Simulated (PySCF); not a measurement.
Si(I)(SiH3) (H3ISi2), SMILES [SiH3][Si]I (connectivity only; charge and spin as stated), neutral, multiplicity 1.

The structure is a stationary point at B3LYP-D3(BJ)/def2-SVP. The def2 effective core potentials stand for the cores of I; spin–orbit coupling is left out.

Calculation: r2SCAN/def2-TZVPD in PySCF.

Symmetry labels are those of the subgroup Cs that the program uses (full group Cs).

Computed valence orbital energies around the gap with their symmetry:
```tsv
orbital	symmetry	energy (eV)
HOMO−7	A'	-14.11
HOMO−6	A'	-11.75
HOMO−5	A"	-9.03
HOMO−4	A'	-9.01
HOMO−3	A'	-8.08
HOMO−2	A"	-7.49
HOMO−1	A'	-7.37
HOMO	A'	-5.70
LUMO	A"	-4.17
LUMO+1	A'	-1.71
LUMO+2	A'	-0.31
LUMO+3	A'	0.26
```
